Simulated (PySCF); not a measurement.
Compound: V2O7 (charge -4 and singlet state).
Numbering: `[O:1]=[V:2]([O-:3])([O-:4])[O:5][V:6](=[O:7])([O-:8])[O-:9]`

Structure used (PBE0-D3(BJ)/def2-SVP), in Å, numbered top down from 1:
```
atom  x, y, z in Å
O1     2.563   -0.063   -1.418
V2     1.824    0.397    0.014
O3     2.593   -0.400    1.270
O4     2.076    2.040    0.219
O5     0.004    0.003   -0.008
V6    -1.815   -0.393   -0.030
O7    -2.577    0.374   -1.308
O8    -2.563    0.101    1.387
O9    -2.066   -2.041   -0.199
```

Level of theory: PySCF, PBE0-D3(BJ)/def2-SVP geometry optimisation, gas phase.

Masses are those of the commonest isotopes; rigid-rotor values at the optimised geometry. 

(1) What are A, B and C (MHz)?

(2) Classify the top.

Results:

(1) Ia = 234.64, Ib = 1052.65, Ic = 1053.02 u·Å²; 505379 MHz·u·Å²/I gives A = 2154, B = 480.1, C = 479.9 MHz.

(2) A prolate symmetric top, as the point group D3d requires two equal moments: κ = (2 × 480.1 − 2154 − 479.9)/(2154 − 479.9) = -1.00.

The point group D3d allows no dipole (computed: 0.00 D (about the centre of mass, as the species is charged)), so a rigid rotor has no electric-dipole lines.

Stationary, but not proved a minimum. Whether so highly charged an anion holds all its electrons in the gas phase wasn't checked; a finite basis holds them in any case. No counter-ion or solvent screens the charge of this multiply charged ion. The geometry's basis has no diffuse functions, a weakness for an anion. Constants of a rigid frame at the computed geometry: no zero-point averaging, no centrifugal distortion.
